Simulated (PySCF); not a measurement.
How methods differ on the ionisation energy of Si(2+)

Si(2+) [Ne] 3s2 (1S) → Si(3+) [Ne] 3s1 (2S), as a difference of total energies. All numbers are calculated (PySCF 2.14, the non-relativistic Hamiltonian (point nucleus), in an even-tempered Gaussian basis (18 s from 0.054 bohr⁻², ratio 2.5; 13 p from 0.071 bohr⁻², ratio 2.5; 6 d from 0.47 bohr⁻², ratio 2.7; 5 f from 0.71 bohr⁻², ratio 2.7)). Correlated levels: outer shells: 1s2 frozen; virtual orbitals above 40 to 60 times the deepest correlated orbital energy dropped. The calculations carry no spin-orbit coupling.

```
                method  ionisation energy (eV)
                   UHF                  31.955
                   LDA                  33.521
                   PBE                  33.383
                  PBE0                  33.245
                r2SCAN                  32.868
                  PW91                  33.451
               r2SCANh                  32.883
    MP2 (outer shells)                  33.139
SCS-MP2 (outer shells)                  33.256
```

How much does correlation contribute at MP2 (outer shells)?

33.139 − (31.955) = 1.184 eV, measured against UHF.

MP2 underrates the near-degeneracy of ns² with np² in the lower species.

For comparison: 33.493 eV (measured; NIST Atomic Spectra Database, ionization energies).
